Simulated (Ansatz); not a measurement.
Cost and result for the atomization energy of C3H5Al (`[CH3][Al]1[CH]=[CH]1`) (9 atoms, 9 bonds).

Cartesian coordinates in Å:
```
C 0.0524 -0.3447 -1.8740
Al -0.0087 -0.0029 0.0334
C -0.5451 0.7774 1.6282
C 0.4386 -0.1533 1.8270
H -0.9226 -0.1820 -2.3384
H 0.7654 0.3323 -2.3533
H 0.3720 -1.3673 -2.0855
H -1.0404 1.3828 2.3863
H 0.8884 -0.4422 2.7762
```

The species carries charge 0 and has multiplicity 1. The structure was optimised at the PBE0-D4/def2-TZVP level. Program: Ansatz. All runs use 2 threads of an Arm Neoverse V1 on a shared host. Times are those of one run each, without the atoms' runs, and a repeat can differ threefold. Electronic energies, without spin–orbit coupling; frozen cores. CCSD(T)/CBS adds CCSD(T) − MP2 in def2-TZVPP to the MP2 limit, and its time is that of the two runs behind it. T1 = 0.012. HSE06 is the plane-wave form, built on full-range PBE exchange.

CCSD(T)/CBS is a level of theory with its own doubt, some kJ/mol a heavy atom from the limit and from the frozen cores, so smaller differences don't rank the functionals.

| level | functions | wall time | atomization (kJ/mol) | difference from CCSD(T)/CBS | per bond |
| --- | --- | --- | --- | --- | --- |
| CCSD(T)/def2-SVP | 85 | 2.2 s | 3257.2 | -151.0 | -16.8 |
| PBE0-D4/def2-TZVPP | 205 | 2.8 s | 3435.0 | 26.8 | 3.0 |
| HSE06-D4/def2-TZVPP | 205 | 3 s | 3437.8 | 29.6 | 3.3 |
| BHLYP-D4/def2-TZVPP | 205 | 3 s | 3317.4 | -90.8 | -10.1 |
| CAM-B3LYP-D4/def2-TZVPP | 205 | 3.3 s | 3416.7 | 8.5 | 0.9 |
| r2SCAN-D4/def2-TZVPP (with forces) | 205 | 4.8 s | 3435.0 | 26.8 | 3.0 |
| B2PLYP/def2-TZVPP | 205 | 5.5 s | 3380.4 | -27.8 | -3.1 |
| PBE-QIDH/def2-TZVPP | 205 | 5.5 s | 3410.6 | 2.4 | 0.3 |
| B97M-V/def2-TZVPP | 205 | 11 s | 3439.6 | 31.4 | 3.5 |
| ωB97M-V/def2-TZVPP (with forces) | 205 | 12 s | 3425.2 | 17.0 | 1.9 |
| MP2/def2-QZVPP | 391 | 18 s | 3433.7 | 25.5 | 2.8 |
| CCSD(T)/def2-TZVPP | 205 | 50 s | 3325.6 | -82.6 | -9.2 |
| CCSD(T)/CBS(def2) | – | 67 s | 3408.2 | 0.0 | 0.0 |

From r2SCAN to r2SCAN0 (25 % exact exchange), in def2-TZVPP and without D4, the atomization energy moves by −47.2 kJ/mol: exact exchange takes away binding that semilocal exchange gives to molecules. The D4 term adds +22.6 kJ/mol with B3LYP and +11.8 kJ/mol with PBE0; it sums over pairs of atoms, weighted by their polarisabilities, and B3LYP, whose exchange is more repulsive, gets the larger term. At CCSD(T), def2-SVP lies −151.0 kJ/mol from the extrapolated value and def2-TZVPP −82.6 kJ/mol: correlation converges slowly with the basis, and small sets miss more of it in the bonded molecule than in its fragments.

B3LYP here is the variant with VWN-RPA as its local correlation; programs differ in this.
